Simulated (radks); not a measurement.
The numbers below are computed, except where a source is named.
Numerical settings for the hafnium ion Hf2+, [Xe] 4f14 5d2. Code: a radial shooting solver on a logarithmic mesh with Libxc functionals. Model: Dirac Kohn-Sham, BLYP, spin-unpolarised, spherical densities, finite nucleus; open shells fill j = l - 1/2 first; Fermi nuclear charge, rms radius 5.347 fm. The defaults (mesh step 0.008 in ln r, mesh end at 40 bohr or more with all orbitals vanishing there, Anderson mixing 0.5 over 9 steps, residual threshold near 1e-9 with the energy settled to 1e-9 hartree or 1e-11 of itself, here a cap of 93 iterations) give E = -15095.7488 hartree and 5d3/2 at -16.915 eV in 17 iterations. Run on one thread of a shared host, so times are rough (Arm Neoverse V1): 0.19 s of CPU time, 0.19 s wall, 17 iterations on 2254 mesh points. Changes against that run (0 stands for a change within the tolerance of the run):

\begin{tabular}{lrrrrr}
setting & iterations & converged & E (mhartree) & e(5d3/2) (meV) & CPU (s) \\ \hline
mesh step in ln r 0.003 & 19 & yes & 0 & 0 & 0.52 \\
mesh step in ln r 0.2 & 4 & no & diverged & - & 0.01 \\
mesh step in ln r 0.03 & 16 & yes & +0.00457 & 0 & 0.07 \\
mesh end (bohr) 5 & 17 & yes & +20 & +728 & 0.18 \\
mesh end (bohr) 400 & 17 & yes & 0 & 0 & 0.2 \\
residual threshold 1e-16 & 93 & no & 0 & 0 & 0.47 \\
residual threshold 0.001 & 11 & yes & 0 & 0 & 0.15 \\
mixing 1.5 & 17 & yes & 0 & 0 & 0.19 \\
linear mixing, mixing 0.8 & 93 & no & +9.09e+04 & -2.05e+05 & 2.4 \\
linear mixing, mixing 0.5 & 45 & yes & 0 & 0 & 0.39 \\
mixing history 3 & 19 & yes & 0 & 0 & 0.2 \\
iteration cap 3 & 3 & no & +322 & -1.73e+03 & 0.05 \\
\end{tabular}

Settings that end as converged yet miss the energy by more than 1 mhartree: mesh end (bohr) 5 (+0.02 hartree). A mesh that ends early acts as a hard wall.
